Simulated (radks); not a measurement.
Excited configurations of Sm II: one electron is placed in a higher orbital outside [Xe] 4f6. The ground configuration is [Xe] 4f6 6s1. All-electron calculation, Dirac Kohn-Sham, PBE, spin-unpolarised, spherical densities, finite nucleus; open shells fill j = l - 1/2 first; Fermi nuclear charge, rms radius 5.0819 fm. Program: a radial shooting solver on a logarithmic mesh with Libxc functionals. Excitation = E - E(ground); binding = E(ion) - E, where the ion is the core of charge +2; n* = 2/sqrt(2 binding) in atomic units, and the quantum defect is n - n*.

outer orbital	excitation (eV)	binding (eV)	n*	<r> (bohr)
5d3/2	1.294	9.783	2.359	2.968
6p1/2	2.898	8.179	2.579	4.795
6f5/2	8.712	2.365	4.797	14.83
7s1/2	5.714	5.364	3.185	7.937
7p1/2	6.697	4.380	3.525	9.293
7d3/2	8.191	2.886	4.342	13.31

The Delta-SCF ionisation energy is 11.077 eV (NIST Atomic Spectra Database: 11.08 eV, semi-empirical). Self-interaction in the functional shifts the binding energies and quantum defects, so they are the method's values and not measured ones. Spin polarisation and multiplet splitting are left out, so open shells lie too high by an amount that depends on their filling.

Beside tabulated values, note that spin-unpolarised runs miss the spin-polarisation part of the exchange energy of open shells.
